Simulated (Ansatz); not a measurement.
`NC[S][AlH2]` + `N[SiH2]S` → `N[SiH2][S][AlH2]` + `NCS`  (ligand exchange at the Al–S bond)

Computed with Ansatz on PBE0-D4/def2-TZVP structures; ΔE is electronic, products minus reactants. CCSD(T)/CBS is the MP2 limit (def2-TZVPP, def2-QZVPP) plus CCSD(T) − MP2 in def2-TZVPP, frozen cores. Functionals use def2-TZVPP. Each species was taken in one conformer, which may not be the lowest.

| level | ΔE (kJ/mol) |
| --- | --- |
| r2SCAN-D4 | -13.9 |
| PBE0 | -13.3 |
| CCSD(T)/def2-TZVPP | -15.1 |
| HF/def2-QZVPP | -14.6 |

**Question.** What does CCSD(T)/CBS give? (Best estimate.)

**Answer.** The calculation gave: -14.7 kJ/mol. The listed levels differ from it by 0.8, 1.4, -0.4, 0.1 kJ/mol.

Largest T1 diagnostic among the species: 0.011.

From BLYP to BHLYP (50 % exact exchange), in def2-TZVPP and without D4, ΔE moves by −4.2 kJ/mol. Leaving LDA and LC-ωPBE aside and taking each functional with its dispersion term where it has one, the values, not all of them listed here, spread over 4.7 kJ/mol, from PBE-QIDH to BLYP-D4.
